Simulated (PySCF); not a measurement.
C3H6FNSi, SMILES F[C@@H]1CN=C[SiH2]1.

Coordinates come from a TPSSh-D3(BJ)/def2-SVP optimisation. The structure was generated by enumeration; whether it is a known compound was not checked. One conformer was computed; it need not be the lowest.

Vertical ionisation energy (IE) and electron affinity (EA) in eV. Rows of orbital energies are one-electron estimates. Where ΔSCF, EOM or ADC give a negative EA the extra electron is unbound and the value depends on the basis.

```csv
level,IE,EA
"−ε(HOMO), −ε(LUMO), CAM-B3LYP/def2-TZVP (PySCF)",8.58,-0.14
"−ε(HOMO), −ε(LUMO), PBE/def2-TZVP (PySCF)",5.81,2.13
```
